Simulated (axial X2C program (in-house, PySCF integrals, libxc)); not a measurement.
## Bond lengths and stretching modes, held linear, of HZrH

Computed with an axial X2C code built on PySCF integrals: two-component X2C with atomic mean-field Coulomb and Gaunt terms, Gaussian nuclei, basis H dyall-v3z, Zr dyall-v3z with contracted cores. Spin-free rows use the one-electron spin-free X2C Hamiltonian.

Masses H 1.008, Zr 89.905, H 1.008 u. States: 2c Ω = 1 (beyond evenly filled blocks: ω = -1/2, ω = 3/2); spin-free M_S = 1, Λ = 2 (beyond evenly filled blocks: σα, δ+α).

MP2, 2c: energies above the lowest point

| r(H–Zr) (Å) | r(Zr–H) (Å) | E (meV) |
| --- | --- | --- |
| 1.9139 | 1.9139 | 10.79 |
| 1.9139 | 1.9630 | 3.96 |
| 1.9139 | 2.0121 | 17.49 |
| 1.9630 | 1.9139 | 3.96 |
| 1.9630 | 1.9630 | 0.00 |
| 1.9630 | 2.0121 | 16.22 |
| 1.9630 | 2.0612 | 49.60 |
| 2.0121 | 1.9139 | 17.49 |
| 2.0121 | 1.9630 | 16.22 |
| 2.0121 | 2.0121 | 34.97 |
| 2.0612 | 1.9630 | 49.60 |
| 2.0612 | 2.0612 | 108.64 |

Question: Fit a quadratic surface with cubic terms in each bond: where is the minimum, and what are the two stretching wavenumbers?

Answer: At MP2, 2c: bonds 1.949 and 1.949 Å; harmonic stretches 1450.9 and 1619.3 cm⁻¹; force constants 1.39, 1.39 and coupling 0.17 mdyn/Å.

The other levels and Hamiltonians give:

```
Hamiltonian  level  r(H–Zr) (Å)  r(Zr–H) (Å)  lower stretch (cm⁻¹)  upper stretch (cm⁻¹)
         2c   PBE0        1.962        1.962                1389.5                1561.6
         2c     HF        1.985        1.985                1408.0                1576.7
         2c    PBE        1.968        1.968                1357.5                1531.2
  spin-free   PBE0        1.962        1.962                1391.1                1562.8
  spin-free     HF        1.985        1.985                1409.7                1578.1
  spin-free    PBE        1.967        1.967                1359.1                1532.3
  spin-free    MP2        1.949        1.949                1452.5                1620.7
```

Each state is one determinant, the lowest of a limited PBE0 search; the stretches come from a fit to these few points and carry an uncertainty of a few per cent. Other orders of the atoms were not compared. MP2 freezes inner shells (threshold -2 hartree). The molecule was held linear; bending was not examined, so a bent shape may lie lower. Open-shell Ω = 0 determinants with evenly filled partner blocks cannot be reached by this program, so the Ω shown need not be the lowest component. Note: functional without a current term on a determinant with orbital currents, of the molecule or an atom. Note: several unpaired electrons, one determinant need not be a pure state.
